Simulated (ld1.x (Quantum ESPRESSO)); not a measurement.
u(r) = r·R(r): atom against pseudo-atom (Tc (Z = 43))

Columns: radius, all-electron u(r) and pseudo u(r) of the 4s shell (level -73.38 eV) of technetium in the configuration [Ar] 3d10 4s2 4p6 4d5 5s2 5p0; PBE, scalar-relativistic, TM scheme, ld1.x (Quantum ESPRESSO) 7.5.

```tsv
r (bohr)	all-electron	pseudo
0.085	-0.3707	-0.0625
0.170	-0.0348	-0.1295
0.255	0.5075	-0.2058
0.340	0.5969	-0.2963
0.425	0.3327	-0.4051
0.510	-0.0676	-0.5342
0.595	-0.4568	-0.6803
0.680	-0.7656	-0.8320
0.765	-0.9751	-0.9698
0.850	-1.0922	-1.0712
0.935	-1.1329	-1.1196
1.020	-1.1169	-1.1127
1.105	-1.0622	-1.0616
1.190	-0.9835	-0.9835
1.275	-0.8923	-0.8923
1.360	-0.7970	-0.7970
1.445	-0.7031	-0.7031
1.530	-0.6140	-0.6140
1.615	-0.5319	-0.5319
1.700	-0.4578	-0.4578
1.785	-0.3918	-0.3918
1.870	-0.3337	-0.3337
1.955	-0.2832	-0.2832
2.040	-0.2395	-0.2395
2.125	-0.2020	-0.2020
2.210	-0.1700	-0.1700
```

**Question.** How many radial nodes do the two functions have?

**Answer.** The all-electron 4s function has n − l − 1 = 3 (the table is too coarse to show those close to the nucleus); the pseudo-wave has 0, since the states of the same l below it are removed with the core.

**Question.** At about which radius was the pseudo-wave matched?

**Answer.** 1.25 bohr, where the columns begin to agree (steps of 0.09 bohr).

**Question.** Is the pseudo-wave norm-conserving?

**Answer.** Yes: the TM scheme keeps the norm inside the radius equal to the all-electron one, which fixes the energy derivative of the logarithmic derivative at the level.
